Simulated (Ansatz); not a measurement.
H3NOS2W (`[NH2][W]([OH])(=[S])=[S]`). The species carries charge 0 and has multiplicity 1. W takes the def2 core potential.

Cartesian coordinates in Å:
```
N -1.377 -0.221 -0.384
W 0.366 0.392 0.149
O 1.680 -0.838 -0.394
S 0.724 2.250 -0.824
S 0.364 0.582 2.267
H -1.995 -0.746 0.217
H -1.829 0.058 -1.242
H 2.066 -1.477 0.210
```

Task: List the harmonic frequencies (cm⁻¹, unscaled) at PBE0-D4/def2-TZVP in Ansatz. (An estimate is asked.)

Result: The calculation gave: 162, 173, 183, 215, 221, 246, 355, 476, 549, 559, 625, 680, 716, 728, 1539, 3580, 3683, 3892.

Task: Is this a minimum?

Result: Yes, all 18 modes are real.

Task: Give the ideal-gas thermochemistry at 298.15 K and 1 bar (rigid rotor, harmonic oscillator; point group C1, symmetry number 1).

Result: Zero-point energy 111.1 kJ/mol; H(298) − E = 133.7 kJ/mol; entropy 369.5 J/(mol·K), of which translation 179.2, rotation 118.4, vibration 71.9; G(298) − E = 23.6 kJ/mol.
